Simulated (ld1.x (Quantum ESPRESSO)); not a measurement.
# What one change does to a pseudopotential (Ca, TM)

- Element: calcium
- Generator: ld1.x (Quantum ESPRESSO) 7.5
- Type: norm-conserving Troullier–Martins (Kleinman–Bylander form)
- Functional: Wu–Cohen
- Relativity: scalar-relativistic
- Frozen core: [Ar]
- Valence charge: 2
- Reference configuration: 3d0 4s2 4p0
- Partial waves: 4p (bound, empty): rc 4.20 bohr; 3d (bound, empty): rc 2.60 bohr; 4s (bound): rc 3.45 bohr
- Local potential: the s channel
- Core correction: none

All-electron outer shells of the reference configuration (Wu–Cohen, scalar-relativistic, ld1.x):

| shell | level (eV) | outermost node (bohr) | outermost maximum (bohr) |
| --- | --- | --- | --- |
| 3s | -46.99 | 0.45 | 0.99 |
| 3p | -27.99 | 0.42 | 1.04 |
| 4s | -3.77 | 1.43 | 3.42 |
| 3d | -1.96 | – | 1.27 |
| 4p | -1.38 | 1.63 | 4.34 |

Change: all radii scaled by about 1.39 (s 4.80, p 5.86, d 3.62 bohr).

Cutoffs: the cutoffs (Ry, on a coarse ladder) from which the occupation-weighted sum of valence levels, in a spherical-Bessel basis at the reference potential, stays within 10 and 1 mRy of its value at 400 Ry; they do not see the model core or the augmentation charge, which bear on the density cutoff. Errors are all-electron minus pseudo energies relative to the spin-unpolarised reference configuration.

Q: What does the change do?

A: Both files are very soft, the changed one slightly softer (loose and tight cutoff 6 and 8 Ry → 6 and 6 Ry on this coarse ladder); the number of tests that count goes from 7 to 6; of the 6 tests that both files solve, the error grows in 4 and shrinks in 1 by more than 15 % and 0.3 meV (median size 10.9 → 24.6 meV); neither file shows a bound ghost at the reference potential, the only one tested.

| quantity | base | changed |
| --- | --- | --- |
| cutoff, loose | 6 Ry | 6 Ry |
| cutoff, tight | 8 Ry | 6 Ry |
| bound ghosts | none | none |
| tests counted (converged, no solver errors) | 7 of 7 | 6 of 7 |
| error for 3d0 4s1 4p0, meV [ΔE 6.30 eV] | -14 | -20 |
| error for 3d0 4s1.5 4p0, meV [ΔE 2.50 eV] | -2.0 | -2.0 |
| error for 3d0 4s1 4p1, meV [ΔE 2.42 eV] | -0.1 | -9.8 |
| error for 3d0 4s0 4p1, meV [ΔE 9.29 eV] | +24 | -31 |
| error for 3d0.5 4s1.5 4p0, meV [ΔE 1.05 eV] | +288 | +145 |
| error for 3d0 4s0 4p2, meV [ΔE 4.92 eV] | +8.1 | -29 |

Base: The cutoffs count occupied waves only; the empty 3d level needs 30 Ry at the loose tolerance. Changed file: The cutoffs count occupied waves only; the empty 3d level needs 18 Ry at the loose tolerance. Tests not counted: 3d1 4s1 4p0 (solver errors, printed error -9.1 eV).
